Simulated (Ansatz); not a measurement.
Consider the formal exchange of groups at a C–Al bond: `[OH][AlH][CH2]F` + `C=C[SiH3]` → `FC/C=C/[SiH3]` + `[OH][AlH2]`.

Computed with Ansatz on PBE0-D4/def2-TZVP structures; ΔE is electronic, products minus reactants. CCSD(T)/CBS is the MP2 limit (def2-TZVPP, def2-QZVPP) plus CCSD(T) − MP2 in def2-TZVPP, frozen cores. This one scheme is used for every species. Functionals use def2-TZVPP. One conformer a species, not always the lowest.

Q: Is it downhill or uphill in electronic energy at CCSD(T)/CBS, and by how much? (Best estimate.)

A: Computed: Nearly level: ΔE = -1.9 kJ/mol.

Q: What do these levels give: revPBE-D4, BLYP-D4, r2SCAN-D4, CAM-B3LYP-D4, ωB97X-V, ωB97M-V, PBE-QIDH, BHLYP, LC-ωPBE, HF/def2-QZVPP, SCS-MP2/def2-QZVPP, HF/CBS(def2)? (Estimate.)

A: The calculation gave: revPBE-D4 -3.0, BLYP-D4 2.3, r2SCAN-D4 -4.3, CAM-B3LYP-D4 -3.9, ωB97X-V -5.3, ωB97M-V -2.0, PBE-QIDH -7.4, BHLYP -3.5, LC-ωPBE -3.5, HF/def2-QZVPP -7.7, SCS-MP2/def2-QZVPP -4.0, HF/CBS(def2) -7.7 kJ/mol.

Largest T1 diagnostic among the species: 0.012.

At CCSD(T), def2-SVP lies −15.5 kJ/mol from the extrapolated value and def2-TZVPP −2.7 kJ/mol. From PBE to PBE0 (25 % exact exchange), in def2-TZVPP and without D4, ΔE moves by −3.5 kJ/mol.
